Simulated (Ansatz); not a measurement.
The Se4–H5 bond of GaH3Se (SMILES [GaH2][SeH]) is stretched (multiplicity 1, the rest rigid).
Geometry at rest (charge 0, multiplicity 1):
```csv
atom,x (Å),y (Å),z (Å)
Ga,0.2749,0.0112,-1.1530
H,-0.8038,-0.5760,-2.1169
H,1.6617,0.6037,-1.5559
Se,-0.3040,-0.0284,1.1136
H,0.9571,0.5901,1.5522
```

Frozen-core correlation. Filled d and f shells under p-block atoms count as core.

Codes used: Ansatz (Gaussian orbitals). 

FIC-MRCISD+Q on CASSCF(4,3)/cc-pVTZ, total energies (hartree):

| R (Å) | CASSCF | MRCISD | weight c² of the reference |
|---|---|---|---|
| 1.471 | -4324.965983 | -4325.199124 | 0.89763 |
| 2.575 | -4324.874186 | -4325.096438 | 0.89685 |
| 4.709 | -4324.852305 | -4325.071116 | 0.89779 |

Question: Add the Davidson correction (E_MRCISD − E_CASSCF)(1 − c²)/c² and give the energies above the first point at the three levels.

Answer: 
Corrections (hartree): -0.026588, -0.025563, -0.024910. Above the first point (kcal/mol):
- R = 2.575 Å: CASSCF 57.6, MRCISD 64.4, with the correction 65.1
- R = 4.709 Å: CASSCF 71.3, MRCISD 80.3, with the correction 81.4

Doubts at one or more of the structures used: active orbitals that take no part (FIC-MRCISD+Q on CASSCF(4,3)/cc-pVTZ).

Ansatz is a quantum-chemistry and plane-wave program.
